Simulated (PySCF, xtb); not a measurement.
C₃H₉FSi, SMILES C(CC)[SiH2]F.

xtb 6.7.1 with GFN2-xTB at its own geometry gives an orbital gap of 5.92 eV and a dipole moment of 2.04 D.

Coordinates come from a PBE-D3(BJ)/def2-SVP optimisation. Other conformers were not sampled.

### Question
What does PySCF with B3LYP/def2-TZVP give? (The exact figures need the calculation; the answer reports its results.)

### Answer
gap 8.28 eV (levels -8.31 and -0.03 eV), dipole 2.09 D.
